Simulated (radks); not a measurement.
Values are calculated unless marked as measured or tabulated.
Question: The mean radii <r> (bohr) of the occupied orbitals of an atom or ion are listed with their occupations. Level of theory: Dirac Kohn-Sham, exchange-only LDA, spin-unpolarised, spherical densities, finite nucleus; Fermi nuclear charge, rms radius of each element as measured or else 0.836 A^(1/3) + 0.57 fm (a radial shooting solver on a logarithmic mesh with Libxc functionals).

orbital  occ.      <r>
1s1/2       2  0.05855
2s1/2       2   0.2674
2p1/2       2   0.2338
2p3/2       4   0.2368
3s1/2       2   0.8128
3p1/2       2   0.8532
3p3/2       4   0.8628
3d3/2     2.4    1.118
3d5/2     3.6    1.124
4s1/2       1    2.729

Name the element and its charge. Open shells, if any, are shared by 2j + 1.

Answer: Z = 26, iron, charge +1: Fe+ in [Ar] 3d6 4s1. The 1s radius gives Z: for a bare nucleus <r> = (2 gamma + 1)/(2Z) with gamma = sqrt(1 - (Z/c)^2), 0.05699 bohr for Z = 26, and screening makes it slightly larger (0.05855 here). The occupations add up to 25, and the charge is Z minus that.
